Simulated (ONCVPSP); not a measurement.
**What the settings do to the ONCV potential of P (Z = 15)**

Base potential:

* Element: phosphorus
* Generator: ONCVPSP 4.0.1
* Type: optimised norm-conserving Vanderbilt (ONCV)
* Functional: PBEsol
* Relativity: scalar-relativistic
* Frozen core: [Ne]
* Valence charge: 5
* Reference configuration: 3s1.5 3p3.5
* Partial waves: 3s: rc 1.40 bohr, ncon 5, nbas 9, qcut 4.2 1/bohr, 1 projector; 3p: rc 1.55 bohr, ncon 4, nbas 8, qcut 6.3 1/bohr, 2 projectors, debl 3 Ha
* Local potential: polynomial inside 1.05 bohr (lpopt 5, dvloc0 1 Ha)
* Core correction: none

All-electron outer shells of the reference configuration (PBEsol, scalar-relativistic, ld1.x):

```json
{"shell": "2s", "level (eV)": "-174.35", "outermost node (bohr)": "0.14", "outermost maximum (bohr)": "0.42"}
{"shell": "2p", "level (eV)": "-125.10", "outermost node (bohr)": "–", "outermost maximum (bohr)": "0.36"}
{"shell": "3s", "level (eV)": "-14.28", "outermost node (bohr)": "0.65", "outermost maximum (bohr)": "1.58"}
{"shell": "3p", "level (eV)": "-5.77", "outermost node (bohr)": "0.64", "outermost maximum (bohr)": "1.83"}
```

Cutoffs, loose and tight: the cutoffs (Ha) at which the residual kinetic energy of the hardest occupied pseudo-wave falls to 1 and 0.1 mHa per electron. They do not see the model core or the augmentation charge, which bear on the density cutoff. Test errors are all-electron minus pseudo excitation energies from the reference, over the configurations 3s2 3p3; 3s2 3p2; 3s2 3p1; 3s1 3p4. A dash means not determined; rows that change the core or the reference have their own tests.

```json
{"change": "base", "outcome": "generated", "cutoff, loose": "13 Ha", "cutoff, tight": "89 Ha", "bound ghosts": "none", "GHOST(+) flags above zero": "s", "largest test error (meV)": "+25"}
{"change": "p: qcut 4", "outcome": "generated", "cutoff, loose": "13 Ha", "cutoff, tight": "89 Ha", "bound ghosts": "none", "GHOST(+) flags above zero": "s", "largest test error (meV)": "+23"}
{"change": "p: qcut 4.7", "outcome": "generated", "cutoff, loose": "13 Ha", "cutoff, tight": "89 Ha", "bound ghosts": "none", "GHOST(+) flags above zero": "s", "largest test error (meV)": "+24"}
{"change": "p: qcut 5.8", "outcome": "generated", "cutoff, loose": "13 Ha", "cutoff, tight": "89 Ha", "bound ghosts": "none", "GHOST(+) flags above zero": "s", "largest test error (meV)": "+25"}
{"change": "p: qcut 6.4", "outcome": "generated", "cutoff, loose": "13 Ha", "cutoff, tight": "89 Ha", "bound ghosts": "none", "GHOST(+) flags above zero": "s", "largest test error (meV)": "+25"}
{"change": "p: qcut 7.3", "outcome": "generated", "cutoff, loose": "13 Ha", "cutoff, tight": "89 Ha", "bound ghosts": "none", "GHOST(+) flags above zero": "s", "largest test error (meV)": "+24"}
{"change": "p: qcut 8.2", "outcome": "generated", "cutoff, loose": "13 Ha", "cutoff, tight": "89 Ha", "bound ghosts": "none", "GHOST(+) flags above zero": "s", "largest test error (meV)": "+23"}
```

(1) What comes out with this change to the base: p: qcut 9.3?

## Answers

(1) outcome: generated; cutoff, loose: 13 Ha; cutoff, tight: 89 Ha; bound ghosts: none; GHOST(+) flags above zero: s; largest test error (meV): +20.

Reading the sweep of the qcut of the p channel (base included, trends over the rows without a ghost): The loose cutoff stays near 13 Ha. The median size of the test errors (rows with all tests solved) stays near 0.7 meV.
